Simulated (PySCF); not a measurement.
C2H4BNO2, SMILES COBN=C=O. Geometry optimised at B3LYP-D3(BJ)/def2-SVP. The structure was generated by enumeration, and PubChem lists no compound with its InChIKey, so it may never have been made. The values are those of a single conformer.

Task: Give the equilibrium geometry at B3LYP-D3(BJ)/def2-SVP (PySCF confirms it by a frequency run) as bond lengths and angles, and its point group. (The exact figures need the calculation; the answer reports its results.)

Result: This is not unique; one that fits is point group Cs.
Atoms: B1 H2 N3 C4 O5 O6 C7 H8 H9 H10. Bond lengths (Å): B1–H2 1.210, B1–N3 1.424, B1–O6 1.345, N3–C4 1.197, C4–O5 1.172, O6–C7 1.414, C7–H8 1.101, C7–H9 1.101, C7–H10 1.103. Angles (°): H2–B1–N3 120.2, H2–B1–O6 121.3, N3–B1–O6 118.4, B1–N3–C4 171.7, N3–C4–O5 179.0, B1–O6–C7 123.1, O6–C7–H8 109.2, O6–C7–H9 109.2, O6–C7–H10 111.8, H8–C7–H9 108.4, H8–C7–H10 109.1, H9–C7–H10 109.1.
